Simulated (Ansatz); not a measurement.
The inner images of a band of AlClH4OSi + BrH (10 atoms, charge 0, multiplicity 1) are given out of order.

These are results of RHF/def2-SVP (Ansatz 0.2.0), not measurements.

Image 0:

```xyz
10
Properties=species:S:1:pos:R:3
Al -0.096 -0.153 0.063
O -0.684 -0.423 1.620
Si -1.376 -0.703 3.071
H -2.673 -1.397 2.917
H -0.488 -1.527 3.922
H -1.613 0.592 3.760
H 1.422 -0.252 -0.271
Cl -1.501 -0.047 -1.506
Br 0.080 2.950 0.745
H -0.559 2.770 1.990
```

Image 8:

```xyz
10
Properties=species:S:1:pos:R:3
Al -0.101 0.577 0.093
O -0.379 0.473 2.025
Si -1.425 -0.549 2.949
H -1.414 -1.841 2.259
H -0.804 -0.617 4.283
H -2.752 0.073 3.016
H 0.988 -0.491 -0.257
Cl -2.105 0.139 -0.531
Br 0.534 2.796 0.023
H -0.030 1.251 2.452
```

Task: Put them in order from the first end to the last, with their energies above the first end.
A.
```xyz
10
Properties=species:S:1:pos:R:3
Al -0.149 -0.109 0.081
O -0.662 -0.368 1.666
Si -1.432 -0.730 3.060
H -2.480 -1.749 2.826
H -0.468 -1.245 4.060
H -2.066 0.490 3.618
H 1.343 -0.262 -0.337
Cl -1.640 0.034 -1.406
Br 0.133 2.974 0.680
H -0.066 2.778 2.062
```
B.
```xyz
10
Properties=species:S:1:pos:R:3
Al -0.073 0.524 0.019
O -0.594 0.430 1.906
Si -1.402 -0.552 3.067
H -1.952 -1.695 2.335
H -0.400 -0.950 4.068
H -2.435 0.304 3.671
H 1.082 -0.509 -0.204
Cl -1.895 0.188 -1.030
Br 0.539 2.763 0.276
H -0.358 1.308 2.203
```
C.
```xyz
10
Properties=species:S:1:pos:R:3
Al -0.093 0.566 0.089
O -0.464 0.518 2.008
Si -1.406 -0.561 2.974
H -1.563 -1.767 2.160
H -0.622 -0.800 4.196
H -2.677 0.108 3.286
H 0.990 -0.537 -0.161
Cl -2.057 0.170 -0.665
Br 0.593 2.772 0.020
H -0.187 1.341 2.404
```
D.
```xyz
10
Properties=species:S:1:pos:R:3
Al -0.088 0.422 0.027
O -0.597 0.368 1.856
Si -1.410 -0.522 3.081
H -2.035 -1.692 2.446
H -0.410 -0.931 4.077
H -2.406 0.387 3.660
H 1.138 -0.494 -0.289
Cl -1.835 0.240 -1.163
Br 0.476 2.720 0.637
H -0.319 1.313 1.979
```
E.
```xyz
10
Properties=species:S:1:pos:R:3
Al -0.086 0.551 0.069
O -0.545 0.524 1.973
Si -1.395 -0.562 3.011
H -1.780 -1.693 2.165
H -0.460 -0.946 4.081
H -2.541 0.180 3.556
H 1.017 -0.546 -0.115
Cl -1.986 0.164 -0.826
Br 0.593 2.766 0.060
H -0.304 1.373 2.337
```
F.
```xyz
10
Properties=species:S:1:pos:R:3
Al -0.194 0.023 0.101
O -0.658 -0.054 1.733
Si -1.427 -0.652 3.050
H -2.182 -1.871 2.684
H -0.443 -0.991 4.102
H -2.366 0.358 3.592
H 1.234 -0.390 -0.362
Cl -1.758 0.196 -1.305
Br 0.391 2.894 0.764
H -0.084 2.298 1.952
```
G.
```xyz
10
Properties=species:S:1:pos:R:3
Al -0.160 0.231 0.104
O -0.616 0.283 1.823
Si -1.402 -0.532 3.052
H -2.039 -1.740 2.487
H -0.420 -0.917 4.086
H -2.420 0.361 3.638
H 1.176 -0.462 -0.295
Cl -1.813 0.235 -1.206
Br 0.398 2.729 0.839
H -0.191 1.623 1.782
```

Result: A (+0.01 eV), F (+0.06 eV), G (+0.44 eV), D (-0.58 eV), B (-0.90 eV), E (-0.96 eV), C (-0.98 eV).

Run time: 2.2 min on 4 threads of Arm Neoverse V2, with other jobs on the host, peak memory 0.35 GiB.
